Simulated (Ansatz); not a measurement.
A nudged elastic band was laid between two geometries of a periodic cell of 17 atoms, Be16C (host Be, host structure hcp, interstitial C).

Theory: DFT PBE, scalar-relativistic, plane waves, PAW in Ansatz. Settings: cutoff 420 eV, k mesh 5x6x4, gaussian smearing 0.05 eV, no spin polarisation.

- movable images: 3
- climbing image: yes
- spring: 1.0 eV/Å²
- optimiser: quadratic models (default)
- start path: IDPP
- force threshold: 0.05 eV/Å
- iteration limit: 80
- end points: relaxed

Initial state:

```xyz
17
Lattice="-2.2900 -3.9664 0.0000 3.4350 -1.9832 0.0000 0.0000 0.0000 7.1769" Properties=species:S:1:pos:R:3
Be -0.008 -3.961 0.047
Be 0.004 -2.681 1.748
Be 0.108 -4.028 3.538
Be -0.077 -2.709 5.444
Be -1.178 -1.997 0.047
Be 2.294 -2.646 1.748
Be -1.157 -2.078 3.535
Be 2.316 -2.659 5.512
Be 1.145 -1.982 0.045
Be 1.180 -0.646 1.748
Be 1.129 -1.974 3.446
Be 1.165 -0.561 5.444
Be -0.004 0.037 0.047
Be 1.155 -4.633 1.752
Be 0.077 0.060 3.534
Be 1.039 -4.565 5.441
C 0.013 -1.327 4.487
```

Final state:

```xyz
17
Lattice="-2.2900 -3.9664 0.0000 3.4350 -1.9832 0.0000 0.0000 0.0000 7.1769" Properties=species:S:1:pos:R:3
Be 0.107 -4.027 0.058
Be 0.003 -2.681 1.845
Be -0.008 -3.961 3.546
Be -0.077 -2.704 5.325
Be -1.159 -2.080 0.064
Be 2.295 -2.646 1.842
Be -1.178 -1.999 3.543
Be 2.314 -2.658 5.243
Be 1.120 -1.968 0.143
Be 1.179 -0.645 1.845
Be 1.141 -1.980 3.545
Be 1.159 -0.563 5.324
Be 0.078 0.062 0.064
Be 1.154 -4.632 1.842
Be -0.003 0.037 3.543
Be 1.038 -4.565 5.330
C -0.001 -1.321 6.282
```

Question: Which bonds break or form, and what moves?

Answer: Contacts lost: Be7–C17, Be11–C17, Be15–C17. Contacts made: Be5–C17, Be9–C17, Be13–C17. The atom that moves furthest is C17, by 1.79 Å.

Question: What energy profile does the band end with?

Answer: The forces met the threshold. The highest image is number 2 of 0 to 4, 1.64 eV above the ends, which have the same energy within 2 meV. By the program's own check the climbing image is a first-order saddle point (lowest curvatures found: -6.41 and 0.49 eV/Å²). Limits of this set-up: coarse k mesh.

```csv
image,path coordinate (Å),energy (eV),Be7–C17 (Å),Be11–C17 (Å),Be15–C17 (Å)
0,0.00,0.00,1.69,1.66,1.68
1,0.61,0.63,1.75,1.77,1.82
2,1.23,1.64,2.07,2.22,2.30
3,1.84,0.62,2.63,2.75,2.77
4,2.45,0.00,3.06,3.04,3.06
```

Question: What is the geometry of the highest image?

Answer: 
```xyz
17
Lattice="-2.2900 -3.9664 0.0000 3.4350 -1.9832 0.0000 0.0000 0.0000 7.1769" Properties=species:S:1:pos:R:3
Be 0.047 -4.153 0.027
Be -0.014 -2.656 1.838
Be 0.176 -3.928 3.544
Be -0.008 -2.920 5.546
Be -1.197 -2.042 0.011
Be 2.284 -2.645 1.806
Be -1.088 -1.960 3.746
Be 1.997 -2.452 5.403
Be 1.028 -2.038 0.069
Be 1.151 -0.646 1.754
Be 1.118 -1.860 3.554
Be 1.365 -0.487 5.206
Be 0.020 -0.067 -0.145
Be 1.172 -4.642 1.786
Be 0.030 0.080 3.563
Be 1.111 -4.611 5.379
C -0.013 -1.313 5.386
```

Time of the run: 20 min on 2 threads of Arm Neoverse V1, on a shared host, peak memory 1.2 GiB.
